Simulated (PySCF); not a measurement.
C3H10Si, charge -1, doublet, at the geometry of the source list (a state made from the parent by changing its charge; the spin is typed, not shown lowest) (in this run its highest filled SCF level lies above zero, so its values depend strongly on the basis, on diffuse functions most of all). Base run: HF/STO-3G (PySCF).

Here is a job for PySCF.
```python
from pyscf import gto, scf

mol = gto.M(
    atom='''
Si    0.06090000    0.22490000    0.46560000
C    -0.93200000    1.38420000   -0.67160000
C     1.76960000   -0.11080000   -0.30300000
C    -0.87690000   -1.41820000    0.67490000
H     0.23360000    0.86220000    1.78490000
H    -1.08030000    0.94810000   -1.65580000
H    -1.91320000    1.59710000   -0.25810000
H    -0.42270000    2.33340000   -0.80880000
H     2.36230000   -0.76890000    0.32530000
H     1.68360000   -0.58130000   -1.27870000
H     2.33130000    0.80940000   -0.43310000
H    -1.02380000   -1.91880000   -0.27830000
H    -1.85700000   -1.25970000    1.11460000
H    -0.33550000   -2.10170000    1.32220000
''',
    basis='sto-3g',
    charge=-1,
    spin=1,
    verbose=4,
)

mf = scf.UHF(mol)
mf.kernel()
```

The base run was repeated with changes; each row names its change, and settings that it needs were set with it.

```tsv
change	ΔE vs base (mEh)	fitting functions
base	0.000	-
auxbasis = cc-pvdz-jkfit	0.039	552
auxbasis = autoaux	0.244	370
auxbasis = even-tempered beta=3.0	-5.630	180
auxbasis = def2-svp-ri	147.2	346
auxbasis = cc-pvtz-ri	5.478	665
auxbasis = default (with mf = mf.density_fit())	-0.687	533
auxbasis = def2-universal-jfit	1621.7	308
only_dfj = on; auxbasis = def2-universal-jfit	-2.376	308
auxbasis = cc-pvtz-jkfit	-0.064	658
```

A fitting set is made for a task (jfit for Coulomb, jkfit for Coulomb and exchange, ri for correlation) and for a family of orbital bases.

Open shells are given as the SCF converged; they aren't shown to be the lowest states, and a large step between rows can be another state.
